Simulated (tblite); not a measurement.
A geometry optimisation, step by step.

Compound: C5H9FGeS.
Numbering: `[CH2:1]=[C:2]([F:3])/[C:4]([CH3:5])=[CH:6]\[S:7][GeH3:8]` (hydrogens: H9, H10 on C1; H11, H12, H13 on C5; H14 on C6; H15, H16, H17 on Ge8)

Computed with GFN2-xTB (tblite), gas phase: L-BFGS steps from a force-field or distance-geometry start until the largest atomic force falls under 0.01 eV/Å. 10 of its 208 geometries are shown.

Step 0: E = -684.0109 eV, largest atomic force 2.167 eV/Å
```
atom  x, y, z in Å  |  force x, y, z in eV/Å
C1     -2.115    1.154    1.161   -0.502   1.146   0.929
C2     -1.033    0.982    0.433    0.137  -0.441  -0.249
F3     -0.050    1.931    0.490   -1.887   0.022   1.016
C4     -0.798   -0.185   -0.405    1.107   0.530  -0.277
C5     -1.742   -1.310   -0.543   -1.235  -0.932  -0.123
C6      0.350   -0.256   -1.078    0.977  -0.064  -0.002
S7      1.580    1.046   -0.971    1.282  -0.943  -1.471
Ge8     3.291    0.203    0.180   -0.065  -0.450  -0.167
H9     -2.941    0.480    1.211   -0.016  -0.072  -0.080
H10    -2.184    2.066    1.751   -0.129  -0.310  -0.080
H11    -1.266   -2.307   -0.474    0.100   0.642   0.038
H12    -2.480   -1.267    0.269    0.019  -0.110  -0.536
H13    -2.243   -1.315   -1.546    0.199   0.253   0.908
H14     0.556   -1.120   -1.713    0.210   0.443   0.188
H15     4.506    0.193   -0.764   -0.223   0.053   0.380
H16     2.957   -1.275    0.520    0.150   0.511  -0.014
H17     3.603    0.992    1.470   -0.123  -0.277  -0.460
```

Step 23: E = -684.6581 eV, largest atomic force 0.110 eV/Å
```
atom  x, y, z in Å  |  force x, y, z in eV/Å
C1     -2.200    1.159    1.179   -0.031   0.016   0.031
C2     -1.072    0.980    0.498   -0.006   0.000  -0.018
F3     -0.125    1.935    0.651    0.087  -0.063  -0.024
C4     -0.708   -0.141   -0.357    0.042  -0.012  -0.024
C5     -1.701   -1.267   -0.508    0.009  -0.016   0.008
C6      0.449   -0.265   -1.021    0.011   0.022  -0.068
S7      1.727    0.940   -1.298   -0.023  -0.020   0.035
Ge8     3.278    0.147    0.059   -0.070  -0.058  -0.023
H9     -3.017    0.469    1.153   -0.050  -0.011  -0.044
H10    -2.317    2.028    1.798    0.007   0.048   0.010
H11    -1.181   -2.223   -0.516   -0.026   0.013  -0.012
H12    -2.437   -1.279    0.287    0.055  -0.026   0.014
H13    -2.223   -1.164   -1.460   -0.008   0.023   0.067
H14     0.610   -1.167   -1.596    0.031  -0.002   0.015
H15     4.617    0.141   -0.623   -0.030   0.041   0.001
H16     2.932   -1.267    0.449   -0.005   0.057  -0.021
H17     3.360    0.985    1.297    0.007  -0.010   0.054
```

Step 46: E = -684.8104 eV, largest atomic force 0.249 eV/Å
```
atom  x, y, z in Å  |  force x, y, z in eV/Å
C1     -2.107    1.319    0.922    0.092   0.031  -0.057
C2     -0.918    0.877    0.531   -0.015   0.010   0.118
F3      0.189    1.461    1.069   -0.019  -0.057  -0.049
C4     -0.642   -0.243   -0.367    0.131   0.075   0.025
C5     -1.643   -1.358   -0.341    0.030   0.019   0.081
C6      0.438   -0.321   -1.145    0.066   0.080  -0.086
S7      1.641    0.968   -1.394   -0.005   0.027  -0.089
Ge8     3.076    0.237    0.107    0.076   0.127  -0.026
H9     -3.018    0.901    0.538    0.058   0.025   0.027
H10    -2.177    2.145    1.607   -0.035  -0.027   0.002
H11    -1.230   -2.226   -0.850   -0.239   0.049  -0.052
H12    -1.864   -1.621    0.692   -0.055  -0.060  -0.008
H13    -2.568   -1.025   -0.812    0.082  -0.199  -0.057
H14     0.613   -1.180   -1.782   -0.094   0.043   0.085
H15     4.460    0.491   -0.451   -0.161  -0.008   0.164
H16     2.828   -1.239    0.182    0.077  -0.123   0.072
H17     2.916    0.827    1.485    0.009  -0.011  -0.151
```

Step 69: E = -684.8572 eV, largest atomic force 0.113 eV/Å
```
atom  x, y, z in Å  |  force x, y, z in eV/Å
C1     -2.004    1.386    0.889   -0.020  -0.005   0.016
C2     -0.854    0.816    0.565    0.002   0.001  -0.049
F3      0.282    1.277    1.159   -0.006  -0.041  -0.019
C4     -0.636   -0.293   -0.372    0.039  -0.021   0.041
C5     -1.650   -1.400   -0.326   -0.016   0.033  -0.011
C6      0.395   -0.355   -1.215    0.006   0.006   0.012
S7      1.636    0.889   -1.480   -0.009   0.016   0.002
Ge8     3.003    0.289    0.147   -0.016  -0.029  -0.027
H9     -2.932    1.079    0.446    0.040  -0.029   0.003
H10    -2.037    2.198    1.594    0.023  -0.019  -0.010
H11    -1.348   -2.229   -0.959    0.023   0.010  -0.019
H12    -1.774   -1.760    0.693   -0.003   0.004   0.042
H13    -2.611   -1.032   -0.672   -0.109   0.008  -0.028
H14     0.495   -1.195   -1.888   -0.019   0.002   0.005
H15     4.372    0.675   -0.323    0.033   0.007   0.028
H16     2.927   -1.214    0.241    0.010   0.038   0.031
H17     2.728    0.882    1.492    0.020   0.019  -0.016
```

Step 92: E = -684.8984 eV, largest atomic force 0.146 eV/Å
```
atom  x, y, z in Å  |  force x, y, z in eV/Å
C1     -1.878    1.183    1.112    0.029   0.011  -0.048
C2     -0.767    0.702    0.566   -0.047   0.021   0.080
F3      0.420    1.235    0.977   -0.034   0.001  -0.014
C4     -0.653   -0.356   -0.423   -0.033  -0.021   0.016
C5     -1.833   -1.289   -0.506   -0.094  -0.006   0.000
C6      0.378   -0.525   -1.262   -0.033   0.027  -0.004
S7      1.792    0.490   -1.583   -0.038  -0.033   0.002
Ge8     3.057    0.446    0.236    0.018   0.065   0.102
H9     -2.846    0.815    0.840   -0.004  -0.015  -0.028
H10    -1.839    1.989    1.821    0.046  -0.001   0.049
H11    -1.552   -2.210   -1.013   -0.068   0.077   0.049
H12    -2.215   -1.522    0.488    0.105  -0.041  -0.093
H13    -2.644   -0.818   -1.069    0.124  -0.050   0.024
H14     0.314   -1.328   -1.983    0.047   0.005  -0.029
H15     4.416    0.714   -0.348    0.007  -0.038   0.024
H16     3.039   -0.951    0.798   -0.059   0.037  -0.006
H17     2.802    1.438    1.338    0.035  -0.038  -0.124
```

Step 115: E = -684.9976 eV, largest atomic force 0.051 eV/Å
```
atom  x, y, z in Å  |  force x, y, z in eV/Å
C1     -1.723    0.973    1.312   -0.006   0.005   0.009
C2     -0.677    0.521    0.627    0.011  -0.016  -0.013
F3      0.545    1.021    0.998    0.014   0.031  -0.024
C4     -0.650   -0.428   -0.463   -0.033  -0.031   0.019
C5     -1.950   -1.163   -0.687    0.038   0.012   0.014
C6      0.375   -0.697   -1.292   -0.005   0.026   0.026
S7      1.999   -0.098   -1.550   -0.005  -0.015  -0.022
Ge8     3.027    0.647    0.278    0.008   0.007   0.001
H9     -2.726    0.664    1.101   -0.005  -0.010  -0.013
H10    -1.576    1.686    2.103   -0.010   0.016   0.003
H11    -1.787   -2.057   -1.282   -0.001   0.006  -0.050
H12    -2.391   -1.456    0.261    0.003  -0.037   0.035
H13    -2.658   -0.524   -1.212   -0.024   0.024  -0.013
H14     0.185   -1.412   -2.081   -0.002  -0.008  -0.004
H15     4.465    0.483   -0.137    0.010  -0.015  -0.018
H16     2.752   -0.243    1.448    0.009   0.009   0.025
H17     2.781    2.094    0.566   -0.001  -0.002   0.024
```

Step 138: E = -685.0098 eV, largest atomic force 0.068 eV/Å
```
atom  x, y, z in Å  |  force x, y, z in eV/Å
C1     -1.739    0.988    1.289    0.015  -0.012   0.005
C2     -0.685    0.549    0.607    0.003  -0.007  -0.014
F3      0.529    1.094    0.943   -0.022   0.007  -0.016
C4     -0.651   -0.427   -0.459    0.002   0.004  -0.035
C5     -1.943   -1.171   -0.678   -0.064  -0.024  -0.002
C6      0.379   -0.711   -1.275    0.024   0.011  -0.013
S7      2.003   -0.114   -1.535    0.012   0.000   0.001
Ge8     3.032    0.644    0.288    0.009  -0.003   0.009
H9     -2.732    0.637    1.092    0.008  -0.019   0.012
H10    -1.614    1.726    2.060    0.004   0.023   0.004
H11    -1.815   -1.939   -1.436   -0.010   0.002   0.014
H12    -2.274   -1.645    0.245    0.011   0.011  -0.002
H13    -2.725   -0.490   -1.013    0.033   0.004   0.016
H14     0.200   -1.446   -2.050   -0.010   0.013   0.012
H15     4.463    0.427   -0.133    0.003   0.001   0.019
H16     2.733   -0.213    1.480    0.002   0.013  -0.007
H17     2.833    2.103    0.564   -0.021  -0.024  -0.002
```

Step 161: E = -685.0276 eV, largest atomic force 0.026 eV/Å
```
atom  x, y, z in Å  |  force x, y, z in eV/Å
C1     -1.619    0.855    1.405    0.017  -0.004  -0.006
C2     -0.663    0.584    0.522    0.010   0.005   0.013
F3      0.460    1.374    0.571   -0.015   0.003   0.010
C4     -0.654   -0.420   -0.517    0.013   0.008  -0.005
C5     -1.987   -1.080   -0.767   -0.005  -0.019  -0.017
C6      0.394   -0.806   -1.266    0.004  -0.009  -0.002
S7      2.101   -0.451   -1.374   -0.007   0.017  -0.005
Ge8     2.978    0.676    0.335   -0.024   0.003  -0.002
H9     -2.527    0.289    1.448    0.005  -0.003   0.002
H10    -1.494    1.652    2.115    0.007   0.005  -0.012
H11    -1.938   -1.717   -1.645   -0.007   0.005   0.009
H12    -2.268   -1.695    0.086   -0.013   0.002   0.008
H13    -2.760   -0.330   -0.921    0.013  -0.008   0.004
H14     0.199   -1.546   -2.031   -0.005  -0.003  -0.006
H15     4.430    0.327    0.143    0.011  -0.011   0.007
H16     2.522    0.140    1.659   -0.011   0.013  -0.011
H17     2.819    2.159    0.227    0.006  -0.006   0.013
```

Step 184: E = -685.0362 eV, largest atomic force 0.105 eV/Å
```
atom  x, y, z in Å  |  force x, y, z in eV/Å
C1     -1.526    0.872    1.403   -0.041   0.026   0.004
C2     -0.634    0.644    0.446    0.038  -0.043  -0.023
F3      0.398    1.544    0.339   -0.008  -0.002  -0.011
C4     -0.626   -0.415   -0.541   -0.045   0.027  -0.036
C5     -1.948   -1.125   -0.720    0.069   0.076  -0.023
C6      0.406   -0.784   -1.318   -0.012   0.013   0.017
S7      2.092   -0.339   -1.467   -0.034  -0.045  -0.011
Ge8     2.880    0.646    0.364   -0.028   0.066  -0.009
H9     -2.364    0.222    1.560    0.016  -0.009   0.022
H10    -1.422    1.724    2.050   -0.004  -0.001   0.006
H11    -1.937   -1.718   -1.628    0.016  -0.073  -0.034
H12    -2.148   -1.786    0.120    0.011  -0.002   0.037
H13    -2.757   -0.403   -0.793   -0.016   0.021   0.027
H14     0.216   -1.547   -2.061    0.014  -0.011  -0.010
H15     4.314    0.193    0.380    0.016  -0.043  -0.009
H16     2.193    0.148    1.597    0.005  -0.028   0.024
H17     2.856    2.135    0.259    0.003   0.027   0.030
```

Step 207: E = -685.0444 eV, largest atomic force 0.008 eV/Å
```
atom  x, y, z in Å  |  force x, y, z in eV/Å
C1     -1.503    0.915    1.373   -0.002   0.002   0.000
C2     -0.628    0.694    0.398    0.000  -0.005  -0.001
F3      0.368    1.625    0.246    0.006   0.004   0.001
C4     -0.612   -0.384   -0.569   -0.004   0.001  -0.003
C5     -1.897   -1.166   -0.667   -0.007  -0.003  -0.001
C6      0.407   -0.720   -1.377   -0.002  -0.002   0.004
S7      2.059   -0.178   -1.565   -0.001   0.000  -0.001
Ge8     2.817    0.608    0.374    0.000  -0.002   0.005
H9     -2.308    0.238    1.577   -0.004  -0.001   0.003
H10    -1.411    1.785    1.998    0.001  -0.003  -0.002
H11    -1.866   -1.848   -1.512    0.004  -0.002  -0.005
H12    -2.053   -1.752    0.237    0.002   0.002   0.004
H13    -2.743   -0.493   -0.790    0.003   0.001   0.002
H14     0.231   -1.497   -2.109    0.002   0.004   0.002
H15     4.228    0.081    0.415    0.000   0.001  -0.001
H16     2.049    0.005    1.513   -0.001   0.003  -0.006
H17     2.856    2.100    0.449    0.002  -0.002  -0.001
```

**Question.** Summarise the path.

**Answer.** The energy falls by 1.0335 eV from step 0 to step 207; nine tenths of that is first reached at step 102. It never rises by more than 0.2 meV. The largest force goes from 2.167 to 0.008 eV/Å. Among the bonds Ge8–H16 changes most, from 1.552 to 1.501 Å; the atoms move by 1.000 Å rms after alignment.

**Question.** Follow the three bonds and two angles with the largest change from start to end.

**Answer.** 
| step | E above end (eV) | largest force (eV/Å) | Ge8–H16 (Å) | Ge8–H17 (Å) | C6–S7 (Å) | C4–C6–S7 (°) | S7–C6–H14 (°) |
| --- | --- | --- | --- | --- | --- | --- | --- |
| 0 | 1.0335 | 2.167 | 1.552 | 1.544 | 1.794 | 121.4 | 118.7 |
| 9 | 0.4426 | 0.207 | 1.508 | 1.510 | 1.780 | 128.6 | 110.6 |
| 18 | 0.3963 | 0.141 | 1.500 | 1.503 | 1.775 | 129.0 | 113.1 |
| 27 | 0.3770 | 0.138 | 1.500 | 1.502 | 1.777 | 128.8 | 112.2 |
| 36 | 0.3113 | 0.380 | 1.503 | 1.509 | 1.781 | 127.0 | 113.1 |
| 45 | 0.2410 | 0.227 | 1.502 | 1.504 | 1.781 | 126.1 | 112.7 |
| 54 | 0.2019 | 0.071 | 1.505 | 1.495 | 1.781 | 127.4 | 112.3 |
| 63 | 0.1927 | 0.062 | 1.505 | 1.493 | 1.779 | 126.6 | 113.0 |
| 72 | 0.1845 | 0.076 | 1.507 | 1.497 | 1.779 | 127.3 | 112.8 |
| 81 | 0.1746 | 0.121 | 1.504 | 1.493 | 1.778 | 128.1 | 111.8 |
| 90 | 0.1506 | 0.115 | 1.503 | 1.494 | 1.771 | 130.3 | 111.2 |
| 99 | 0.1273 | 0.268 | 1.509 | 1.498 | 1.766 | 133.9 | 107.8 |
| 108 | 0.0553 | 0.093 | 1.495 | 1.497 | 1.752 | 137.1 | 106.1 |
| 117 | 0.0457 | 0.054 | 1.496 | 1.497 | 1.750 | 137.0 | 105.9 |
| 126 | 0.0409 | 0.058 | 1.498 | 1.497 | 1.749 | 137.3 | 106.0 |
| 135 | 0.0355 | 0.042 | 1.498 | 1.498 | 1.750 | 137.1 | 106.2 |
| 144 | 0.0300 | 0.115 | 1.499 | 1.496 | 1.751 | 137.1 | 106.3 |
| 153 | 0.0216 | 0.089 | 1.498 | 1.498 | 1.748 | 137.6 | 106.0 |
| 162 | 0.0167 | 0.022 | 1.499 | 1.496 | 1.748 | 137.5 | 105.8 |
| 171 | 0.0151 | 0.048 | 1.499 | 1.494 | 1.747 | 137.0 | 106.0 |
| 180 | 0.0125 | 0.081 | 1.499 | 1.496 | 1.748 | 136.7 | 106.4 |
| 189 | 0.0042 | 0.075 | 1.501 | 1.494 | 1.747 | 135.3 | 107.2 |
| 198 | 0.0005 | 0.033 | 1.500 | 1.494 | 1.749 | 134.7 | 107.7 |
| 207 | 0.0000 | 0.008 | 1.501 | 1.495 | 1.749 | 134.8 | 107.7 |

The cost below is that of the whole relaxation. Hardware: one thread, Arm Neoverse V1 (aarch64), no GPU, shared host with 64 logical CPUs at a one-minute load of 42. Cost: 1.7 s wall.
